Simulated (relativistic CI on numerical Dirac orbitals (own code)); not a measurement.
Computed by Dirac-Coulomb-Breit CI, KLI orbitals optimised for each configuration, model QED (radiative potential, 1s self-energy scaled to tabulated hydrogen-like ionisation energies), unscaled Slater integrals (own radial code, finite nucleus).

The strongest absorption lines from the ground level of an ion, among the configurations computed and to levels below about 3860 eV (vacuum wavelength in Å, gf): 3.2531 (0.11), 3.4270 (0.32), 3.5402 (0.54), 4.1800 (0.32), 4.2268 (0.11), 4.3794 (1.7), 4.5527 (1.9), 4.9322 (0.14).

Problem. Which ion is it?
A. Tc³³⁺
B. Tc³¹⁺
C. Zr³⁰⁺
D. Rb²⁷⁺

Solution. A. Tc³³⁺ has 10 electrons and the ground level 2s²2p⁶ ¹S0; the strongest line goes to 2s²2p⁵3d ¹P°1. The pattern of lines fixes the number of electrons, and along that sequence the line energies rise steadily with the charge (about as its square where n changes within one kind of shell, about linearly where n is kept but much faster in heavy ions where fine structure, which grows about as Z⁴, sets the gap, and irregularly where shells cross), which fixes Z. Configurations outside the model, such as inner-shell arrays, can give stronger lines. At this charge energies of transitions that change n are usually good to better than 1 %, and those within a shell (Δn = 0) to a few per cent.

LS names give the leading component of a level, which can be under half, so a name can repeat, a term be missing and a line seem to break the LS rules.
